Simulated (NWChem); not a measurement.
Molecule: cyclopentasilane (Si5H10); SMILES [SiH2]1[SiH2][SiH2][SiH2][SiH2]1

```xyz
15

Si     1.2231    -1.5153    -0.3457
Si     1.8524     0.7003     0.1927
Si    -0.1288     1.9964     0.0180
Si    -1.9200     0.4595    -0.2244
Si    -1.0271    -1.6505     0.3593
H      1.2810    -1.6988    -1.8260
H      2.1063    -2.5409     0.2793
H      2.9427     1.2149    -0.6846
H      2.3444     0.7442     1.6009
H     -0.0655     2.9188    -1.1522
H     -0.3099     2.8316     1.2405
H     -2.3488     0.4297    -1.6536
H     -3.1058     0.8346     0.5980
H     -1.0651    -1.8098     1.8431
H     -1.7737    -2.7906    -0.2451
```
Atoms are numbered in this order, from 1.

Computed with NWChem. The geometry was optimised at B3LYP/6-31G* (spherical d). Level PBE/def2-SVP: energy and gradient on several grids; changes count from the extra-fine grid, which is no exact limit either.

Question: Which is the coarsest grid (coarse; xfine; xcoarse; medium; fine) from which on the energy stays within 100 μHa and each gradient component within 200 μHa/bohr of xfine?

Answer: medium.
```json
[
 {"grid": "xcoarse", "size of the energy change (μHa)": "3000", "largest change of a gradient component (μHa/bohr)": "4000", "time, medium = 1 (rough)": "about 1"},
 {"grid": "coarse", "size of the energy change (μHa)": "100", "largest change of a gradient component (μHa/bohr)": "500", "time, medium = 1 (rough)": "about 1"},
 {"grid": "medium", "size of the energy change (μHa)": "40", "largest change of a gradient component (μHa/bohr)": "100", "time, medium = 1 (rough)": "about 1"},
 {"grid": "fine", "size of the energy change (μHa)": "< 10", "largest change of a gradient component (μHa/bohr)": "< 30", "time, medium = 1 (rough)": "about 1"},
 {"grid": "xfine", "size of the energy change (μHa)": "< 10", "largest change of a gradient component (μHa/bohr)": "< 30", "time, medium = 1 (rough)": "2"}
]
```
